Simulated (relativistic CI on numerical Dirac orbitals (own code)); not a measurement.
Hyperfine structure of Tl35+, mass number 205

Method of calculation: Dirac-Coulomb-Breit CI, orbitals from a KLI potential per configuration, model QED (radiative potential, 1s self-energy scaled to tabulated hydrogen-like ionisation energies), unscaled Slater integrals (own radial code, finite nucleus).

Configurations in the expansion (outside the closed core [Ar] 3d10): 4s²4p⁶4d¹⁰, 4s²4p⁶4d⁹4f, 4s²4p⁵4d¹⁰4f, 4s4p⁶4d¹⁰4f, 4s²4p⁶4d⁹5s, 4s²4p⁶4d⁹5p, 4s²4p⁶4d⁹5d, 4s²4p⁵4d¹⁰5s, 4p⁶4d¹⁰4f², 4p⁶4d⁹4f³, 4p⁵4d¹⁰4f³, 4p⁶4d⁹4f²5s, 4p⁶4d⁹4f²5p, 4p⁶4d⁹4f²5d. Double excitations out of closed p, d and f shells are left out; levels of such configurations are missing from the list, as are those of other unlisted configurations, and high levels can miss mixing partners. These lack a partner that the ground configuration has and come out too high: 4s²4p⁵4d¹⁰5s.

Nuclear spin I = 1/2, μ = 1.632 μN (tables of Stone and Pyykkö). The electronic factors are computed for point nuclear moments, without core polarisation or the Bohr-Weisskopf and QED corrections.

```tsv
Level	E (eV)	A (MHz)
4s²4p⁶4d⁹4f ³P°1	227.589	21100
4s²4p⁶4d⁹4f ³H°5	232.699	34040
4s²4p⁶4d⁹4f ³F°3	236.426	32390
4s²4p⁶4d⁹4f ³H°6	237.463	25970
4s²4p⁶4d⁹4f ¹D°2	238.807	12680
4s²4p⁶4d⁹4f ³F°4	243.107	23420
4s²4p⁶4d⁹4f ³G°5	245.165	25230
4s²4p⁶4d⁹4f ³D°1	249.042	-21810
```

Levels with J = 0, under 50 % of one LS term, or S terms without an open s electron are left out. Small factors come from cancelling terms and can be off by tens of per cent or more.

At this charge energies of transitions that change n are usually good to better than 1 %, and those within a shell (Δn = 0) to a few per cent.

Give the hyperfine levels of 4s²4p⁶4d⁹4f ³P°1 relative to its centre of gravity.

With K = F(F + 1) − I(I + 1) − J(J + 1), E = AK/2: F = 1/2: -21100, F = 3/2: 10550 MHz.

LS names give the leading component of a level, which can be under half, so a name can repeat, a term be missing and a line seem to break the LS rules.
